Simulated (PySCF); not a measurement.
# Computed data sheet: `C=C(C)C1=C[N-]C=N1`

Species: C6H7N2 (charge -1).
Bonds: C1–C2 (double), C2–C3, C2–C4, C4–C5 (aromatic), C5–N6 (aromatic), N6–C7 (aromatic), C7–N8 (aromatic), C4–N8 (aromatic). Hydrogens: H9, H10 on C1; H11, H12, H13 on C3; H14 on C5; H15 on C7.

**GFN2-xTB geometry**

```yaml
Point_group_of_the_GFN2-xTB_geometry: Cs
Rotational_constants_A_B_C_of_the_GFN2-xTB_geometry: 4.901, 1.653, 1.246 GHz
```

**PBE0/pcSseg-1 ground state and GIAO shieldings, non-relativistic (PySCF)**

```yaml
HOMO_energy: -0.76 eV
LUMO_energy: 4.38 eV
HOMO–LUMO_gap: 5.14 eV
Lowest_Hirshfeld_atomic_charge: -0.31 e on N6
Highest_Hirshfeld_atomic_charge: +0.03 e on H11/H12
13C_chemical_shifts_computed_TMS_as_zero_by_class: 149.2 (C7), 146.7 (C2), 142.3 (C4), 129.9 (C5), 94.4 (C1), 24.4 (C3) ppm
1H_chemical_shifts_computed_TMS_as_zero_by_class: 7.12 (H15), 6.94 (H14), 5.55 (H9), 3.82 (H10), 1.95 (H11/H12/H13) ppm
Isotropic_shieldings_of_nuclei_other_than_C_and_H_by_class: -28 (N6), -20 (N8) ppm
Mayer_bond_orders_between_heavy_atoms: C1–C2 1.91, C2–C3 1.08, C2–C4 1.07, C4–C5 1.39, C5–N6 1.46, N6–C7 1.45, C7–N8 1.54, N8–C4 1.38
```

Monoisotopic mass of the ion (most abundant isotopes, electron mass counted): 107.0615 u.

The rotational constants make it an asymmetric top with κ = (2B − A − C)/(A − C) = -0.78, nearer the prolate limit (−1). With B = h/(8π²I), that is 505.379 GHz u Å² over I, the principal moments of inertia are 103.1, 305.8 and 405.8 u Å² (most abundant isotopes).

Isolated species at its GFN2-xTB geometry (one conformer only). NMR classes are plain means over equivalent atoms (diastereotopic ones count apart unless rotation or inversion swaps them), as if these changed places fast; in this geometry the members of some classes differ. No diffuse functions stand in pcSseg-1, which bears on an anion's orbital energies.

Shape of the structure used: `[CH2:1]=[C:2]([CH3:3])[c:4]1[cH:5][n-:6][cH:7][n:8]1`: C1–C2–C4–C5 180°.
